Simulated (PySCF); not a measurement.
C5H12S, SMILES CC(C)(C)CS (GFN2-xTB optimised geometry):

```
18

C      0.886     0.715     1.250
C      0.345     0.018     0.000
C      0.864     0.723    -1.253
C      0.801    -1.445    -0.002
C     -1.189     0.018     0.000
S     -1.967     1.670     0.000
H      0.464     0.275     2.151
H      0.650     1.776     1.233
H      1.967     0.612     1.295
H      0.538     0.200    -2.149
H      1.951     0.753    -1.247
H      0.491     1.743    -1.297
H      0.459    -1.957     0.894
H      0.408    -1.970    -0.870
H      1.887    -1.497    -0.034
H     -1.581    -0.525     0.860
H     -1.562    -0.452    -0.910
H     -1.690     1.970     1.266
```

Method: PBE/def2-SVP (PySCF).

What are the frontier orbital energies and the dipole moment?

HOMO-2 -7.77 eV, HOMO-1 -7.42 eV, HOMO -5.31 eV, LUMO 0.14 eV, LUMO+1 1.01 eV; dipole moment 1.48 D.

Meta-Löwdin charges at PBE/def2-SVP: C1 -0.31, C2 0.08, C3 -0.31, C4 -0.30, C5 -0.22, S6 -0.10, H7 0.09, H8 0.10, H9 0.10, H10 0.09, H11 0.10, H12 0.11, H13 0.09, H14 0.10, H15 0.10, H16 0.11, H17 0.11, H18 0.08.
